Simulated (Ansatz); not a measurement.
Calculated with Ansatz (gas phase, PBE0-D4/def2-TZVP geometries, no zero-point term in ΔE). CBS: MP2 limit from def2 TZ/QZ plus the TZ coupled-cluster correction, frozen cores. This one scheme is used for every species, atoms too. Functionals use def2-TZVPP. B3LYP here is the variant with VWN-RPA as its local correlation; programs differ in this. HSE06 is defined as in plane-wave codes. No spin–orbit coupling; open shells (•) take unrestricted orbitals. Spin–orbit coupling would lower the free atoms: strongly for I. def2 core potentials past Kr. Bonds to I are less sure, by a few kJ/mol each and by 10 to 20 or more in all where they break to atoms, as the def2 sets lack core-valence functions.

Consider the homolysis of the I–Si bond: `F[SiH]([SiH3])I` → I• + `F[SiH][SiH3]`•.

| level | ΔE (kJ/mol) | difference from CCSD(T)/CBS |
| --- | --- | --- |
| revPBE-D4 | 331.2 | -30.5 |
| BLYP-D4 | 325.9 | -35.8 |
| r2SCAN-D4 | 338.1 | -23.6 |
| B97M-V | 336.2 | -25.5 |
| r2SCANh-D4 | 336.8 | -24.9 |
| B2PLYP | 332.7 | -29.0 |
| revPBE | 315.1 | -46.6 |
| B3LYP | 317.1 | -44.6 |
| HSE06 | 336.2 | -25.5 |
| LC-ωPBE | 324.4 | -37.3 |
| HF/def2-SVP | 233.9 | -127.8 |
| CCSD/def2-SVP | 305.1 | -56.6 |
| MP2/def2-TZVPP | 360.8 | -0.9 |
| SCS-MP2/def2-TZVPP | 347.8 | -13.9 |
| HF/def2-QZVPP | 238.2 | -123.5 |
| SCS-MP2/def2-QZVPP | 361.1 | -0.6 |
| CCSD(T)/CBS | 361.7 | 0 |

Largest T1 diagnostic among the species: 0.015.

From BLYP to BHLYP (50 % exact exchange), in def2-TZVPP and without D4, ΔE moves by +6.8 kJ/mol. The D4 term adds +14.2 kJ/mol with B3LYP and +7.6 kJ/mol with PBE0; it sums over pairs of atoms, weighted by their polarisabilities, and B3LYP, whose exchange is more repulsive, gets the larger term. At CCSD(T), def2-SVP lies −50.1 kJ/mol from the extrapolated value and def2-TZVPP −22.9 kJ/mol: correlation converges slowly with the basis, and small sets miss more of it in the bonded molecule than in its fragments.

CCSD(T)/CBS has its own doubt, a few kJ/mol and more with outer-core shells, so smaller differences from it don't rank the levels.
